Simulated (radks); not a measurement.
Effect of the nuclear size on neutral bismuth, [Hg] 6p3. All-electron calculation, Dirac Kohn-Sham, exchange-only LDA, spin-unpolarised, spherical densities, finite nucleus; open shells are shared between the two j in proportion to 2j + 1; Fermi nuclear charge, rms radius 5.5211 fm. Program: a radial shooting solver on a logarithmic mesh with Libxc functionals. The rms radius is varied about that value; shifts are against it.

rms radius (fm)  total energy shift (eV)  density at nucleus (e/bohr^3)  1s1/2 shift (meV)  2s1/2 shift (meV)  5p1/2 shift (meV)  6s1/2 shift (meV)  6p1/2 shift (meV)  6p3/2 shift (meV)  7s1/2 (empty) shift (meV)
4.715                              -39.4                      3.172e+06             -15600              -2400              0.241              -3.52              0.225              0.299                     -0.221
5.1512                             -18.5                       3.05e+06              -7350              -1130              0.112              -1.65              0.105              0.141                     -0.104
5.5211                                 0                      2.957e+06              0.000              0.000              0.000              0.000              0.000              0.000                      0.000
6.029                               26.6                      2.843e+06              10600               1620             -0.158               2.37             -0.151             -0.202                      0.149
6.4155                              47.6                      2.765e+06              18900               2900             -0.281               4.25             -0.271             -0.362                      0.267

Slopes of the eigenvalues against <r^2> in GHz/fm^2, as finite differences over the two radii next to the reference (eigenvalue slopes, not the field-shift constants of lines): 1s1/2 441000, 2s1/2 67700, 5p1/2 -6.66, 6s1/2 99.2, 6p1/2 -6.32, 6p3/2 -8.43, 7s1/2 (empty) 6.23.
